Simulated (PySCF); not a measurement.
Stepwise substitution at one centre (Sn CH3-C2H5). Isolated molecules, 0 K electronic values unless said otherwise. One relaxed conformer stands for each flexible species; it need not be the lowest. Strings in code marks are SMILES.

The S1 excitation (TDA) from two functionals at the same geometries (B3LYP-D3(BJ)/def2-SVP), both in PySCF: PBE-D3(BJ)/def2-TZVP and TPSSh-D3(BJ)/def2-TZVP. Excitations are Tamm–Dancoff values on a coarser integration grid. The basis has no diffuse functions, so Rydberg states are missing or too high.

| species | PBE-D3(BJ)/def2-TZVP (eV) | TPSSh-D3(BJ)/def2-TZVP (eV) |
|---|---|---|
| 0 of 4 CH3 replaced by C2H5 (`[CH3][Sn]([CH3])([CH3])[CH3]`) | 6.40 | 6.96 |
| 1 of 4 CH3 replaced by C2H5 (`C[CH2][Sn]([CH3])([CH3])[CH3]` (C–C–Sn–C torsion 60°)) | 5.91 | 6.49 |
| 2 of 4 CH3 replaced by C2H5 (`C[CH2][Sn]([CH3])([CH3])[CH2]C` (C–C–Sn–C torsion -60°, C–Sn–C–C torsion 60°)) | 5.77 | 6.37 |
| 4 of 4 CH3 replaced by C2H5 (`[CH2]([Sn]([CH2]C)([CH2]C)[CH2]C)C`) | 5.73 | 6.34 |

Over these rows, drawn at random from the members with no instability flagged (it was tested for open shells, ions and some series alone), PBE minus TPSSh-D3(BJ): mean -0.59 eV, from -0.61 eV to -0.56 eV.
